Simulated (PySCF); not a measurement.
**Telling isomers of C₇H₇NO apart by NMR**

Non-relativistic Hamiltonian, fast rotation and ring inversion assumed for equivalent nuclei, gas phase, a single conformation. Geometry from GFN2-xTB; σ from GIAO-PBE0/pcSseg-1; PySCF.

References, each an isolated molecule treated in the same way: TMS for ¹H, ¹³C. Where no couplings were computed, multiplicities follow the n + 1 count of equivalent neighbours, and m marks all less simple cases (inequivalent or close neighbours, rings, F or P nearby). Acid and N–H amide carbonyl carbons lie up to 10 ppm further downfield in solution (hydrogen bonding). Shifts are as computed. Against solution values, carbons near 30 ppm lie about +3 ppm off and those near 130 ppm about +5 ppm. Of 1211 compounds with measured shifts, 218 miss one by over three times the rms of a fit or turn the order of signals round; such compounds aren't used in these exercises. OH and NH positions are gas-phase values without hydrogen bonding to other molecules.

(1) Tabulate the signals of `CC#CC#CC(=O)NC`, `[H]/N=C\c1cccc(O)c1` and their relative energies.

(2) What is the quickest way to tell CC#CC#CC(=O)NC from [H]/N=C\c1cccc(O)c1?

Answers

(1) 
```tsv
SMILES	carbon types	δC	δH	E rel. (kcal/mol)
CC#CC#CC(=O)NC	5×C 2×CH3	154.1, 88.5, 78.1, 72.5, 71.5, 25.9, 5.6	4.88 (br, 1H), 3.14 (d, 3H), 2.20 (s, 3H)	58.1
[H]/N=C\c1cccc(O)c1	2×C 5×CH	170.9, 164.7, 139.1, 136.0, 123.0, 120.5, 119.0	11.80 (br s, 1H), 8.32 (s, 1H), 7.72 (m, 1H), 7.41 (d, 1H), 7.26 (d, 1H), 6.62 (s, 1H), 4.43 (br s, 1H)	0.0
```

Energies are electronic energies at PBE0/pcSseg-1 on these geometries, without zero-point or thermal terms, each for the one conformer computed, which needn't be the lowest.

(2) Both give the same number of carbon signals, but DEPT or the intensities differ. The first has an alkyne carbon (C) at 78.1 ppm, the second a C=N carbon (CH) at 170.9 ppm. Their most deshielded carbons lie at 154.1 and 170.9 ppm. In the proton spectra the most deshielded non-exchanging signals are 3.14 (d, 3H) and 8.32 (s, 1H).
